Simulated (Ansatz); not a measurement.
`SB(Cl)Cl` + H₂ → `SBCl` + HCl at 400 K and 1 bar (hydrogenolysis of a B–Cl bond).

Gas-phase electronic energies from Ansatz, PBE0-D4/def2-TZVP geometries. CCSD(T)/CBS adds triple-zeta CCSD(T) − MP2 to the extrapolated MP2 energy (def2 sets, frozen cores). This one scheme is used for every species. One conformer a species, not always the lowest.

```
   species  CCSD(T)/CBS energy (Eh)  H − E (kJ/mol)  S (J/(mol·K))
`SB(Cl)Cl`              -1342.83724            66.5          332.8
        H₂                 -1.17544            38.0          139.0
    `SBCl`               -883.61129            81.6          297.8
       HCl               -460.38127            29.6          195.4
```

H − E and S are ideal-gas, rigid-rotor, harmonic terms from PBE0-D4/def2-TZVP, for one conformer and one mirror image of each species. The MP2-based limit puts H₂ 0.8 mEh under its directly extrapolated value; such offsets cancel only in part. 1 Eh = 2625.50 kJ/mol, R = 8.31446 J/(mol·K).

Q: By hand: ΔE, ΔH, ΔS and ΔG.

A: ΔE = (-883.61129) + (-460.38127) − (-1342.83724) − (-1.17544) = 0.02012 Eh = 52.8 kJ/mol. Δ(H − E) = 81.6 + 29.6 − 66.5 − 38.0 = 6.7, so ΔH = 59.5 kJ/mol. ΔS = 297.8 + 195.4 − 332.8 − 139.0 = 21.4 J/(mol·K). ΔG = 59.5 − 400 × (21.4)/1000 = 50.9 kJ/mol.

Q: By hand: the equilibrium constant, and the temperature at which ΔG would vanish if ΔH and ΔS stayed fixed.

A: log₁₀ K = −ΔG/(RT ln 10) = -6.6. ΔG = 0 at ΔH/ΔS = 2780 K, far beyond where these terms or the molecules hold.

ΔH outweighs TΔS. A doubt of 5 kJ/mol in ΔE shifts log₁₀ K by 0.7 here. Other conformers and mirror images would add mixing entropy, several J/(mol·K) or more a flexible species. These are equilibria of isolated gas molecules and say nothing of rates. Largest T1 diagnostic: 0.013 (customary marks: 0.02 for closed shells, 0.045 for open ones).
